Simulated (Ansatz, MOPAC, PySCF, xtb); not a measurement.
Noncovalent pair: NH3 (SMILES N) (first 4 atoms) with C3H8 (SMILES CCC); geometry from B3LYP-D3(BJ)/def2-TZVP, rigid monomers moved along the line of their centres of mass till H2···H11 is 2.12 Å.
(charge 0, multiplicity 1):
```xyz
15

N      0.29599     0.12897     0.48379
H      0.13375     0.82386     1.20356
H      0.96486     0.52020    -0.16961
H     -0.57747     0.00291    -0.01483
C      1.28061     0.08963     3.86921
C     -0.20223     0.45166     3.90070
C     -1.10233    -0.72899     3.54499
H      1.90933     0.94776     4.11607
H      1.50162    -0.70210     4.58945
H      1.56945    -0.27272     2.88043
H     -0.39236     1.27809     3.20692
H     -0.46754     0.83150     4.89200
H     -2.15783    -0.44914     3.56115
H     -0.86417    -1.10998     2.54975
H     -0.96518    -1.54876     4.25465
```

Interaction energies are E(AB) − E(A) − E(B) at the monomers' geometry in the complex; basis-set methods are counterpoise corrected. Rows marked so take none.

Correlated levels freeze the cores. Rows in 6-31G* carry no dispersion term and start afresh at each structure (6-31G* with six Cartesian d functions). The state that AM1 reach isn't checked.

The values were computed with Ansatz (a first-principles code) with Gaussian orbitals; MOPAC for AM1 (differences of heats of formation); PySCF for 6-31G* rows, the dispersion terms; xtb for the GFN methods. Values without a source in brackets are computed.

```json
[
 {"level": "AM1", "interaction energy (kcal/mol)": "0.21"},
 {"level": "GFN1-xTB", "interaction energy (kcal/mol)": "-0.93"},
 {"level": "HF/6-31G* (no counterpoise)", "interaction energy (kcal/mol)": "0.83"},
 {"level": "HF/aug-cc-pVDZ", "interaction energy (kcal/mol)": "1.99"},
 {"level": "PBE/def2-TZVPPD", "interaction energy (kcal/mol)": "0.14"},
 {"level": "PBE-D4/def2-TZVPPD", "interaction energy (kcal/mol)": "-1.10"},
 {"level": "M06-2X/6-31G* (no counterpoise)", "interaction energy (kcal/mol)": "-2.51"},
 {"level": "SCS-MP2/aug-cc-pVDZ", "interaction energy (kcal/mol)": "0.11"},
 {"level": "CCSD(T)/aug-cc-pVDZ", "interaction energy (kcal/mol)": "[?]"}
]
```

**Question.** Some entries are withheld; supply them.

**Answer.** 
- CCSD(T)/aug-cc-pVDZ, interaction energy (kcal/mol): -0.53
